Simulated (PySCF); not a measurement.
**Fluorine: a sound run and one with changed settings**

Sound run: F⁺ [He] 2s2 2p4, F²⁺ [He] 2s2 2p3. All numbers are calculated (PySCF 2.14, the non-relativistic Hamiltonian (point nucleus), in def2-TZVP). In the sound run the correlated levels freeze 1s2. The sound run starts from symmetry-adapted Hartree-Fock orbitals and uses a fine grid where one is needed.

Changed run: a valence shell is frozen. This setting is unsound on purpose.

```json
{"species": "F⁺", "method": "MP2", "sound run (hartree)": "-98.97723", "changed run (hartree)": "-98.90292", "converged": "yes"}
{"species": "F⁺", "method": "CCSD(T)", "sound run (hartree)": "-98.99489", "changed run (hartree)": "-98.90986", "converged": "yes"}
{"species": "F²⁺", "method": "MP2", "sound run (hartree)": "-97.70578", "changed run (hartree)": "-97.63174", "converged": "yes"}
{"species": "F²⁺", "method": "CCSD(T)", "sound run (hartree)": "-97.72119", "changed run (hartree)": "-97.63517", "converged": "yes"}
```

Ionisation energy of F⁺:

| method | sound run (eV) | changed run (eV) |
| --- | --- | --- |
| UHF | 33.409 | 33.409 |
| MP2 | 34.598 | 34.590 |
| SCS-MP2 | 34.692 | 34.799 |
| CCSD | 34.638 | 34.673 |
| CCSD(T) | 34.659 | 34.686 |

Freezing a valence shell removes pair correlation that changes on ionisation.

For comparison, NIST gives 34.971 eV between the lowest levels.
